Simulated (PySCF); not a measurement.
**A search over the determinants of ICl**

Unrestricted PBE0; basis I cc-pVTZ-PP with ECP28, Cl cc-pV(T+d)Z; scalar-relativistic core potentials; PySCF 2.14. Outer shells of the fragments: I 4d10 5s2 5p5; Cl 3s2 3p5.

Followed along the bond (rough minima from three points):

```csv
2Ms+1,unpaired,⟨S²⟩ at the start,R at minimum (Å),Te (eV)
1,none,0.00,2.33,0.00
3,"σ ↑, π ↑",2.01,none in the scan,≤ 1.71
```

Solutions found at the starting distance of 2.280 Å, counted from the lowest of them; the search is not exhaustive and high or unbound solutions are not listed, so other states can lie among these:

| 2Ms+1 | unpaired | term | E (eV) | ⟨S²⟩ | ⟨Lz²⟩ | μ (D) |
| --- | --- | --- | --- | --- | --- | --- |
| 1 | none | ¹Σ⁺ | 0.00 | 0.00 | 0.00 | -1.07 |
| 3 | σ ↑, π ↑ | ³Π | 2.27 | 2.01 | 1.01 | -1.27 |
| 1 | σ ↑, π ↓ | mixed | 2.52 | 1.01 | 1.01 | -1.17 |
| 3 | π ↑↑ | ³Σ⁻ | 5.44 | 2.01 | 0.00 | -1.07 |
| 1 | π ↑↓ | mixed | 5.67 | 1.01 | 2.02 | -0.97 |
| 3 | σ ↑↑ | ³Σ⁺ | 5.82 | 2.01 | 0.00 | 0.75 |
| 1 | none | mixed | 6.47 | 0.00 | 2.01 | -0.76 |
| 3 | π ↑↑ | mixed | 7.50 | 2.01 | 2.02 | 1.45 |

A term symbol is given only where ⟨S²⟩ and ⟨Lz²⟩ are close to those of a pure state; real π, δ and φ orbitals otherwise mix terms. A positive dipole means I(−)Cl(+).

Spin–orbit coupling is left out. Counting both spins, an empty level lies below a filled one in some of these solutions, because spin and occupation are held.
